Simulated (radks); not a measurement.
Question: Tc14+, configuration [Ar] 3d10 4s1 (the NIST ground configuration). Method: Dirac Kohn-Sham, PBE, spin-unpolarised, spherical densities, point nucleus; computed with a radial shooting solver on a logarithmic mesh with Libxc functionals. Some entries of the table are withheld. Estimate them.

orbital  occ.  eigenvalue (Ry)  <1/r> (bohr^-1)
1s1/2       2              (1)              (2)
2s1/2       2        -241.4903            10.21
2p1/2       2        -224.5525            10.19
2p3/2       4        -215.8399            9.677
3s1/2       2        -59.98621            3.542
3p1/2       2        -53.46027              (3)
3p3/2       4        -51.96966              (4)
3d3/2       4        -40.45920            3.156
3d5/2       6        -40.16749            3.124
4s1/2       1        -24.12296              (5)

Answer: 
(1) 1s1/2 eigenvalue (Ry): -1556.459
(2) 1s1/2 <1/r> (bohr^-1): 44.71
(3) 3p1/2 <1/r> (bohr^-1): 3.447
(4) 3p3/2 <1/r> (bohr^-1): 3.325
(5) 4s1/2 <1/r> (bohr^-1): 1.526
